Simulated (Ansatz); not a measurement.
`OCBO[SiH3]` + `[CH2]1[NH][GeH2]1` → `[SiH3][CH]1[NH][GeH2]1` + `OBCO`  (formal exchange of groups at the Si–O bond)

Gas-phase electronic energies from Ansatz, PBE0-D4/def2-TZVP geometries. CBS: MP2 limit from def2 TZ/QZ plus the TZ coupled-cluster correction, frozen cores. Functionals use def2-TZVPP. For Ge outer-core shells are correlated without core-valence functions, which leaves a few kJ/mol of doubt a bond. Scalar relativity is left out up to krypton. One conformer a species, not always the lowest.

`OCBO[SiH3]`:

```xyz
12

O    -0.590    0.088    2.747
C     0.183    0.502    1.636
B    -0.304   -0.182    0.312
O     0.355    0.116   -0.833
Si    0.150   -0.388   -2.395
H    -0.261    0.528    3.533
H     0.140    1.595    1.490
H     1.253    0.267    1.769
H    -1.231   -0.949    0.293
H    -0.999   -1.324   -2.487
H    -0.093    0.808   -3.237
H     1.397   -1.061   -2.830
```

`[CH2]1[NH][GeH2]1`:

```xyz
8

C    -0.557    0.741    0.289
N     0.225    0.540   -0.946
Ge    0.597   -0.788    0.332
H    -0.289    1.635    0.844
H    -1.629    0.557    0.262
H    -0.359    0.222   -1.711
H    -0.016   -2.163    0.083
H     2.029   -0.744    0.848
```

`[SiH3][CH]1[NH][GeH2]1`:

Z-matrix (Å, degrees):
```
Si
C 1 1.861
H 1 1.489 2 109.4
H 1 1.490 2 111.7 3 120.4
H 1 1.487 2 109.3 3 -119.4
N 2 1.494 1 114.7 3 168.7
Ge 2 1.925 1 121.0 3 94.2
H 2 1.092 1 116.3 3 -49.6
H 6 1.014 2 111.4 1 137.6
H 7 1.522 2 122.7 1 11.7
H 7 1.526 2 117.7 1 -153.6
```

`OBCO`:

Z-matrix (Å, degrees):
```
C
B 1 1.561
O 1 1.413 2 115.9
H 1 1.102 2 108.3 3 123.7
H 1 1.102 2 108.3 3 -123.7
O 2 1.357 1 116.8 3 0.0
H 2 1.202 1 122.4 3 -180.0
H 3 0.961 1 107.7 2 -0.0
H 6 0.959 2 114.6 1 180.0
```

```
                 species  B2PLYP energy (Eh)
            `OCBO[SiH3]`          -506.99068
     `[CH2]1[NH][GeH2]1`         -2172.39513
`[SiH3][CH]1[NH][GeH2]1`         -2462.97589
                  `OBCO`          -216.38104
```

(1) Work out ΔE.

Largest T1 diagnostic among the species: 0.013.

Answers

(1) ΔE = (-2462.97589) + (-216.38104) − (-506.99068) − (-2172.39513) = 0.02888 Eh = +75.8 kJ/mol. CCSD(T)/CBS gives +68.6 kJ/mol.

In def2-TZVPP, CCSD(T) changes the Hartree–Fock value by −28.0 kJ/mol (the triples alone add −4.5 kJ/mol) and MP2 by −29.1 kJ/mol. The D4 term adds −5.7 kJ/mol with B3LYP and −2.9 kJ/mol with PBE0; it sums over pairs of atoms, weighted by their polarisabilities, and B3LYP, whose exchange is more repulsive, gets the larger term. From PBE to PBE0 (25 % exact exchange), in def2-TZVPP and without D4, ΔE moves by +5.5 kJ/mol.

B3LYP here is the variant with VWN-RPA as its local correlation; programs differ in this.
